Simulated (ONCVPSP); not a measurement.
Potentials for silver (Ag) compared

Generated with ld1.x 7.5 (TM, RRKJ, ultrasoft, PAW), atompaw 4.2 or ONCVPSP 4.0.1. The cutoff is in Ry: for ld1.x and atompaw files where the sum of valence levels is converged to 10 mRy in a Bessel basis, for ONCV files where the hardest occupied wave has 1 mHa per electron of residual kinetic energy. The error is the largest all-electron minus pseudo excitation energy over each file’s own four to seven test configurations (ionisations up to +4, promotions, holes and added fractions of an electron), all of which were solved. The labels leave out finer settings (local radius, basis sizes, second energies), which also bear on the numbers. Spin-polarised tests are not counted. The rows are a selection from randomly drawn settings: files with unsolved tests, undetermined cutoffs or missed reference levels are left out.

A true bound ghost makes a file unfit for plane-wave use even where its test errors are small: the radial tests pick states by their node count and pass the ghost by.

```csv
potential,cutoff (Ry),largest error (meV),bound ghosts
"ONCV, PBE, fully relativistic, rc 1.40/1.15/1.55/1.20 (spdf), local smoothed, core correction yes, reference 4s2 4p6 4d10 5s1, qcut 10.6/7.1/9.5/10.1, projectors 2/2/2/2",180,+5.4,none
"ONCV, LDA (Perdew-Wang 92), fully relativistic, rc 1.25/0.90/1.65 (spd), local smoothed, core correction no, reference 4s2 4p6 4d10 5s1, qcut 10.1/9.9/10.1, projectors 2/2/1",99,+11,s
"ONCV, LDA (Perdew-Wang 92), scalar-relativistic, rc 1.60/1.34/1.30 (spd), local d, core correction no, reference 4s2 4p6 4d10 5s1, qcut 9.5/11.1/7.6, projectors 2/3/0",76,-221,none
"ONCV, BLYP, scalar-relativistic, rc 2.45/1.55/1.40 (spd), local d, core correction no, reference 4p6 4d10 5s1, qcut 2.6/8.5/12.3, projectors 2/1/0",70,+51,s
"ONCV, PBEsol, scalar-relativistic, rc 1.45/1.05/1.85 (spd), local smoothed, core correction no, reference 4s2 4p6 4d10 5s1, qcut 9.6/7.8/9.6, projectors 2/2/2",371,-4.3,none
```

Q: Fill in the row for Ag: ONCV, PBE, scalar-relativistic, rc 1.20/1.10/1.20 (spd), local smoothed, core correction yes, reference 4s2 4p6 4d9, qcut 8.2/8.2/8.5, projectors 3/2/2.

A: cutoff 143 Ry, largest error -76 meV, bound ghosts: none.

Q: Fill in the row for Ag: ONCV, PBE, scalar-relativistic, rc 1.45/1.60/1.15 (spd), local smoothed, core correction yes, reference 4s2 4p6 4d9, qcut 7.8/10.9/9.9, projectors 2/2/2.

A: cutoff 70 Ry, largest error +3.7 meV, bound ghosts: none.

Q: Fill in the row for Ag: ONCV, PBE, scalar-relativistic, rc 1.80/1.50/1.50/1.85 (spdf), local d, core correction no, reference 4s2 4p6 4d10 5s1, qcut 8.8/9.7/11.7/6.3, projectors 2/2/0/1.

A: cutoff 72 Ry, largest error -2.6 meV, bound ghosts: none.
